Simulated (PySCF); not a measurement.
H2IIn (SMILES [InH2][I]), singlet, geometry from GFN2-xTB (such geometries of metal compounds can be far from the true shape) (core potentials on I, In); DF-B3LYP/def2-SV(P) in PySCF.

The PySCF input:
```python
from pyscf import gto, scf, dft

mol = gto.Mole()
mol.atom = '''
    In   -0.71152433   -1.12217383    0.21677037
    H    -0.18376427   -2.25287899    1.38589650
    H    -2.13962965   -1.41143966   -0.67805989
    I     0.70166200    1.10661956   -0.21376575
'''
mol.basis = 'def2-sv(p)'
mol.ecp = {'I': 'def2-sv(p)', 'In': 'def2-sv(p)'}
mol.verbose = 4
mol.max_memory = 1800
mol.build()

mf = dft.RKS(mol)
mf.xc = 'b3lyp'
mf = mf.density_fit(auxbasis='def2-universal-jkfit')
mf.kernel()
```

**Question.** Predict the main parts of the log of this PySCF run.

**Answer.** 
```
PySCF version 2.14.0

[INPUT] verbose = 4
[INPUT] num. atoms = 4
[INPUT] num. electrons = 48
[INPUT] charge = 0
[INPUT] spin (= nelec alpha-beta = 2S) = 0
[INPUT] symmetry False subgroup None
[INPUT] Mole.unit = angstrom
[INPUT] Symbol           X                Y                Z      unit          X                Y                Z       unit  Magmom
[INPUT]  1 In    -0.711524330000  -1.122173830000   0.216770370000 AA   -1.344586114665  -2.120601202854   0.409636631221 Bohr   0.0
[INPUT]  2 H     -0.183764270000  -2.252878990000   1.385896500000 AA   -0.347264141781  -4.257324282887   2.618964821993 Bohr   0.0
[INPUT]  3 H     -2.139629650000  -1.411439660000  -0.678059890000 AA   -4.043314046499  -2.667234398749  -1.281347488153 Bohr   0.0
[INPUT]  4 I      0.701662000000   1.106619560000  -0.213765750000 AA    1.325949012015   2.091207892487  -0.403958722312 Bohr   0.0

nuclear repulsion = 123.992200284607
number of shells = 24
number of NR pGTOs = 130
number of NR cGTOs = 56
basis = def2-sv(p)
ecp = {'I': 'def2-sv(p)', 'In': 'def2-sv(p)'}

******** <class 'pyscf.df.df_jk.DFRKS'> ********
method = DFRKS
initial guess = minao
damping factor = 0
level_shift factor = 0
DIIS = <class 'pyscf.scf.diis.CDIIS'>
diis_start_cycle = 1
diis_space = 8
diis_damp = 0
SCF conv_tol = 1e-09
SCF conv_tol_grad = None
SCF max_cycles = 50
direct_scf = False
XC library pyscf.dft.libxc version 7.1.2
    S. Lehtola, C. Steigemann, M. J. T. Oliveira, and M. A. L. Marques,  SoftwareX 7, 1–5 (2018)
XC functionals = b3lyp
    P. J. Stephens, F. J. Devlin, C. F. Chabalowski, and M. J. Frisch,  J. Phys. Chem. 98, 11623 (1994)
radial grids:
    Treutler-Ahlrichs [JCP 102, 346 (1995); DOI:10.1063/1.469408] (M4) radial grids

becke partition: Becke, JCP 88, 2547 (1988); DOI:10.1063/1.454033
pruning grids: <function nwchem_prune>
grids dens level: 3
symmetrized grids: False
atomic radii adjust function: <function treutler_atomic_radii_adjust>
small_rho_cutoff = 0
Set gradient conv threshold to 3.16228e-05
Initial guess from minao.
tot grids = 63448
******** <class 'pyscf.df.df.DF'> ********
auxbasis = def2-universal-jkfit
init E= -436.626014785259
  HOMO = -1.04880168567193  LUMO = -0.989575257227202  gap/eV = 1.61163
cycle= 1 E= -486.895895571699  delta_E= -50.3  |g|= 3.38  |ddm|= 14.8
  HOMO = 0.00153754667952555  LUMO = 0.08879827572322  gap/eV = 2.37449
cycle= 2 E= -482.997281216774  delta_E=  3.9  |g|= 3.37  |ddm|=   15
  HOMO = -0.141916341680791  LUMO = -0.0776089765859433  gap/eV = 1.74989
cycle= 3 E= -487.993644730817  delta_E=   -5  |g|= 1.55  |ddm|= 13.4
  HOMO = -0.295744144553162  LUMO = -0.0959014292064728  gap/eV = 5.43800
cycle= 4 E= -489.202239383558  delta_E= -1.21  |g|= 0.199  |ddm|= 3.19
  HOMO = -0.237972989109487  LUMO = -0.0847044416505858  gap/eV = 4.17065
cycle= 5 E= -489.214820704127  delta_E= -0.0126  |g|= 0.0802  |ddm|= 0.514
  HOMO = -0.257753481776194  LUMO = -0.0815813649889039  gap/eV = 4.79389
cycle= 6 E= -489.217208189233  delta_E= -0.00239  |g|= 0.0237  |ddm|= 0.165
  HOMO = -0.258653523974737  LUMO = -0.0838856646539385  gap/eV = 4.75568
cycle= 7 E= -489.21738133218  delta_E= -0.000173  |g|= 0.00725  |ddm|= 0.0439
  HOMO = -0.259736015086467  LUMO = -0.0833146348752116  gap/eV = 4.80067
cycle= 8 E= -489.217405052011  delta_E= -2.37e-05  |g|= 0.00057  |ddm|= 0.0141
  HOMO = -0.259592982597796  LUMO = -0.0833782462322192  gap/eV = 4.79505
cycle= 9 E= -489.217405219628  delta_E= -1.68e-07  |g|= 4.13e-05  |ddm|= 0.00114
  HOMO = -0.259589935198106  LUMO = -0.0833762446097968  gap/eV = 4.79502
cycle= 10 E= -489.217405220294  delta_E= -6.66e-10  |g|= 1.78e-05  |ddm|= 9.99e-05
  HOMO = -0.259592028725812  LUMO = -0.0833764771310088  gap/eV = 4.79507
Extra cycle  E= -489.217405220344  delta_E= -4.98e-11  |g|= 1.3e-05  |ddm|= 4.07e-05
converged SCF energy = -489.217405220344
```
